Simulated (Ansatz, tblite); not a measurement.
Isomers of Si2N2O (singlet), found by a short tight-binding search and relaxed with r2SCAN-D4/def2-SVP in Ansatz.

The xTB rows come from tblite. Correlated methods freeze 13 core orbitals.

Run but left out: HF/def2-TZVPP (A: restricted singlet, unstable towards broken spin symmetry).

A: At CCSD(T)/def2-TZVPP T1 of the charge 0 singlet is large (up to 0.023), so the single-reference result is doubtful. At CCSD(T)/def2-TZVPP the restricted singlet (for correlated methods, its reference) is unstable: a solution with broken spin symmetry lies lower. B: The restricted singlet is unstable towards broken spin symmetry in Hartree–Fock (as tested in another run); at PBE-D4/def2-TZVP, BLYP-D4/def2-TZVP, r2SCAN-D4/def2-TZVP, PBE0-D4/def2-TZVP and others this wasn't settled. At CCSD(T)/def2-TZVPP T1 of the charge 0 singlet is large (up to 0.025), so the single-reference result is doubtful. At CCSD(T)/def2-TZVPP the restricted singlet (for correlated methods, its reference) is unstable: a solution with broken spin symmetry lies lower. C: The restricted singlet is unstable towards broken spin symmetry in Hartree–Fock (as tested in another run); at PBE-D4/def2-TZVP, BLYP-D4/def2-TZVP, r2SCAN-D4/def2-TZVP, PBE0-D4/def2-TZVP and others this wasn't settled. At CCSD(T)/def2-TZVPP T1 of the charge 0 singlet is large (up to 0.029), so the single-reference result is doubtful. At CCSD(T)/def2-TZVPP the restricted singlet (for correlated methods, its reference) is unstable: a solution with broken spin symmetry lies lower.

Other spin states were run for one of them alone.

A:

```xyz
5

Si   -0.407    1.808   -0.676
Si   -0.722   -0.547   -0.787
N     0.479   -1.129    1.937
N     0.143   -0.743    0.935
O     0.506    0.610   -1.409
```

B:

Cartesian coordinates in Å:
```
Si 2.834 -0.155 -0.731
Si -1.280 0.202 0.692
N 0.008 -0.104 -0.286
N 1.258 -0.099 -0.408
O -2.821 0.157 0.734
```

C:

```csv
atom,x (Å),y (Å),z (Å)
Si1,0.3977,-1.4811,-0.5222
Si2,-0.3955,1.4819,0.5224
N3,-0.7926,2.9196,1.0291
N4,0.0202,-0.0448,-0.0159
O5,0.7703,-2.8756,-1.0134
```

Problem. Estimate which lies lowest at each level, and how far above it the others are (kcal/mol).

Solution. 
```tsv
level	A	B	C
GFN1-xTB	45.9	17.1	0.0
GFN2-xTB	80.3	27.7	0.0
PBE-D4/def2-TZVP	0.0	35.9	57.3
BLYP-D4/def2-TZVP	0.0	33.8	53.4
r2SCAN-D4/def2-TZVP	0.0	35.9	53.1
PBE0-D4/def2-TZVP	0.0	42.4	61.7
ωB97M-V/def2-TZVP	0.0	48.6	61.2
MP2/def2-TZVPP	0.0	36.4	39.1
CCSD/def2-TZVPP	0.0	49.4	56.5
CCSD(T)/def2-TZVPP	0.0	44.2	52.3
```
Point groups (tolerance 0.1 Å): A not assigned, B Cs, C C∞v. Lower isomers may exist.
